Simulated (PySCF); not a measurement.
Species: C2H12N2Si2.
Bonds: C1–Si2, Si2–N3, Si2–N4, Si2–C5, C5–Si6. Hydrogens: H7, H8, H9 on C1; H10, H11 on N3; H12, H13 on N4; H14, H15 on C5; H16, H17, H18 on Si6.

The calculation used PySCF 2.14.0, PBE0-D3(BJ)/def2-SVP geometry optimisation, gas phase.

Problem. List the bond lengths, angles and torsions at this level.

Solution. 
```json
{"bond": "C1–Si2", "length (bohr)": "3.550"}
{"bond": "Si2–N3, Si2–N4", "length (bohr)": "3.271"}
{"bond": "Si2–C5", "length (bohr)": "3.571"}
{"bond": "C5–Si6", "length (bohr)": "3.543"}
{"bond": "C1–H7, C1–H8, C1–H9", "length (bohr)": "2.082"}
{"bond": "N3–H10 and 3 like bonds", "length (bohr)": "1.915"}
{"bond": "C5–H14, C5–H15", "length (bohr)": "2.087"}
{"bond": "Si6–H16, Si6–H17, Si6–H18", "length (bohr)": "2.831"}
```

Bonds in one row agree within 0.02 bohr and their mean is given. A selection of angles:
```json
{"angle": "Si2–C1–H7", "degrees": "110.8"}
{"angle": "H7–C1–H8", "degrees": "107.8"}
{"angle": "C1–Si2–N3", "degrees": "105.4"}
{"angle": "C1–Si2–N4", "degrees": "117.1"}
{"angle": "C1–Si2–C5", "degrees": "108.4"}
{"angle": "N3–Si2–N4", "degrees": "105.4"}
{"angle": "N3–Si2–C5", "degrees": "115.9"}
{"angle": "N4–Si2–C5", "degrees": "105.1"}
{"angle": "Si2–N3–H10", "degrees": "120.3"}
{"angle": "H10–N3–H11", "degrees": "111.2"}
{"angle": "Si2–C5–Si6", "degrees": "116.5"}
{"angle": "Si2–C5–H14", "degrees": "108.4"}
{"angle": "Si6–C5–H14", "degrees": "108.1"}
{"angle": "H14–C5–H15", "degrees": "106.9"}
{"angle": "C5–Si6–H16", "degrees": "112.3"}
{"angle": "H16–Si6–H17", "degrees": "107.4"}
```

Torsions: C1–Si2–C5–Si6 66° (synclinal). The mirror-image conformer, all signs reversed, is as good.

Of the pairs four or more bonds apart, Si6···H12 is among the closest relative to their van der Waals radii: 3.17 Å, 96 % of the sum of Bondi's values. N3 (silicon-bound nitrogen) has angles 120.3°, 119.7° and 111.2°, sum 351.1°, 0.21 Å off the plane of its three neighbours. Si6 (SiH3 silicon) is tetrahedral (angles from 107.4° to 112.3°). Si2 (four-coordinate silicon) is distorted tetrahedral (angles from 105.1° to 117.1°).

Point group: C1 (no symmetry element, even within 0.4 Å). Stationary, but not proved a minimum. The numbers are those of one conformer (C1–Si2–N3–H 36° and 180°, C1–Si2–N4–H -83° and 61°, C1–Si2–C5–Si6 66°).
